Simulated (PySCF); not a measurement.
**TDDFT excited states: C5H10SSi**

Species: C5H10SSi.
Z-matrix (Å and degrees, PBE0-D3(BJ)/def2-SVP geometry), rows numbered from 1:
```
C 
C   1  1.4893
C   2  1.3444  1  125.23
C   3  1.4484  2  124.21  1  -179.96
C   4  1.3465  3  123.13  2   179.43
S   5  1.7551  4  129.66  3   179.96
Si  6  2.1498  5  103.73  4    -1.89
H   1  1.1035  2  111.28  3   120.50
H   1  1.1000  2  111.73  3    -0.38
H   1  1.1035  2  111.25  3  -121.23
H   2  1.0980  1  116.65  3   179.98
H   3  1.0975  2  119.07  1     0.00
H   4  1.0968  3  116.28  2    -0.48
H   5  1.0957  4  119.51  3    -0.06
H   7  1.4931  6  111.49  5   -60.16
H   7  1.4894  6  103.62  5  -179.11
H   7  1.4933  6  111.72  5    62.01
```

The calculation used TDDFT CAM-B3LYP/def2-SVPD, vertical, gas phase, core orbitals frozen in the response (PySCF).

```json
{"state": "S1", "E (eV)": "4.97", "ν̃ (cm⁻¹)": "40070", "f": "0.798", "main configurations (H = HOMO, L = LUMO)": "H→L (96%)"}
{"state": "S2", "E (eV)": "5.19", "ν̃ (cm⁻¹)": "41850", "f": "0.0076", "main configurations (H = HOMO, L = LUMO)": "H→L+1 (74%), H→L+5 (8%)"}
{"state": "S3", "E (eV)": "5.71", "ν̃ (cm⁻¹)": "46070", "f": "0.0050", "main configurations (H = HOMO, L = LUMO)": "H→L+2 (57%), H→L+5 (15%), H→L+3 (10%)"}
{"state": "S4", "E (eV)": "5.90", "ν̃ (cm⁻¹)": "47580", "f": "0.0004", "main configurations (H = HOMO, L = LUMO)": "H→L+3 (32%), H→L+2 (30%), H→L+5 (17%)"}
{"state": "S5", "E (eV)": "6.01", "ν̃ (cm⁻¹)": "48470", "f": "0.0002", "main configurations (H = HOMO, L = LUMO)": "H→L+3 (37%), H→L+5 (34%), H→L+4 (23%)"}
{"state": "S6", "E (eV)": "6.42", "ν̃ (cm⁻¹)": "51780", "f": "0.0000", "main configurations (H = HOMO, L = LUMO)": "H→L+4 (60%), H→L+5 (15%)"}
{"state": "S7", "E (eV)": "6.60", "ν̃ (cm⁻¹)": "53220", "f": "0.017", "main configurations (H = HOMO, L = LUMO)": "H→L+8 (52%), H→L+10 (25%), H→L+7 (12%)"}
{"state": "S8", "E (eV)": "6.70", "ν̃ (cm⁻¹)": "54060", "f": "0.0004", "main configurations (H = HOMO, L = LUMO)": "H→L+6 (65%), H→L+11 (14%)"}
{"state": "S9", "E (eV)": "6.80", "ν̃ (cm⁻¹)": "54840", "f": "0.138", "main configurations (H = HOMO, L = LUMO)": "H-1→L (89%)"}
{"state": "S10", "E (eV)": "6.95", "ν̃ (cm⁻¹)": "56030", "f": "0.029", "main configurations (H = HOMO, L = LUMO)": "H→L+7 (50%), H→L+8 (29%), H→L+10 (9%)"}
```

Triplets, Tamm–Dancoff:

```csv
state,E (eV),λ (nm),"main configurations (H = HOMO, L = LUMO)"
T1,2.89,429.4,H→L (89%)
T2,4.72,262.6,"H-1→L (31%), H→L+8 (30%), H→L+10 (13%)"
T3,4.96,249.9,"H→L+1 (66%), H→L+5 (10%)"
T4,5.44,227.9,"H→L+2 (30%), H→L+5 (19%), H→L+3 (18%)"
```

The lowest singlet lies at 4.97 eV (250 nm, ultraviolet) and is strong; its leading configuration is HOMO→LUMO (96%). The lowest level is also the most intense of those listed (f = 0.798). Löwdin shares by element: HOMO carbon 48% or more, sulfur 27% (atoms not listed hold the other 25%); LUMO carbon 72% or more (atoms not listed hold the other 28%). Of the 10 states listed, 4 reach f = 0.01 and 4 stay under 0.0005. The oscillator strengths of these states sum to 0.996; summed over the whole spectrum of an exact calculation they would give the number of electrons, 70 (Thomas–Reiche–Kuhn). Orbital energies (eV): HOMO-3 -10.99, HOMO-2 -10.26, HOMO-1 -9.33, HOMO -7.14, LUMO 0.23, LUMO+1 0.84, LUMO+2 1.23. All these states lie below the vertical ionisation energy of 7.73 eV (ΔSCF). Singlets were solved by full linear response, triplets in the Tamm–Dancoff approximation.

One conformer stands for the species.
